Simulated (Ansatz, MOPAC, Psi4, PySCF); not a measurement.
Pair of molecules: SiH4 (SMILES [SiH4]) (first 5 atoms) with C2H6O (SMILES CCO); geometry from B3LYP-D3(BJ)/def2-TZVP, rigid monomers moved along the line of their centres of mass till Si1···O8 is 3.50 Å.
(charge 0, multiplicity 1):
```xyz
14

Si    -0.05351    -0.06743    -0.08312
H     -1.23489     0.19413     0.76714
H     -0.39872     0.31536    -1.47674
H      0.30813    -1.49903    -0.06646
H      1.08787     0.76882     0.34872
C      0.13381     1.31960     4.34724
C     -0.23820    -0.14664     4.21801
O      0.57141    -0.84059     3.26935
H     -0.52931     1.82326     5.05427
H      0.05928     1.82283     3.38263
H      1.15763     1.43317     4.71469
H     -0.18709    -0.64360     5.19417
H     -1.25944    -0.25089     3.85017
H      1.49663    -0.73418     3.51656
```

Monomers are frozen at their geometry in the pair; levels with a basis set take the counterpoise correction. Rows marked so take none.

Correlated levels freeze the cores. Rows in 6-31G* carry no dispersion term and start afresh at each structure (6-31G* with six Cartesian d functions). The state reached by PM3 isn't checked.

The values were computed with Ansatz (Gaussian basis) for Hartree–Fock, density functionals and correlated methods; MOPAC for PM3 (differences of heats of formation); Psi4 for SAPT; PySCF for 6-31G* rows, the dispersion terms. Values without a source in brackets are computed.

```
level                           interaction energy (meV)
------------------------------  ------------------------
PM3                                                 48.1
HF/aug-cc-pV(D+d)Z                                 -27.4
PBE-D3(BJ)/def2-TZVPPD                             -93.7
B3LYP/6-31G* (no counterpoise)                     -94.5
B3LYP/def2-TZVPPD                                  -22.5
B3LYP-D4/def2-TZVPPD                               -91.9
wB97X-V/def2-TZVPPD                                -92.8
SCS-MP2/aug-cc-pV(D+d)Z                            -68.3
SAPT0/jun-cc-pV(D+d)Z                                  ?
```

Problem. Some entries are withheld; supply them.

Solution. 
- SAPT0/jun-cc-pV(D+d)Z, interaction energy (meV): -79.2

Ansatz is a first-principles code.
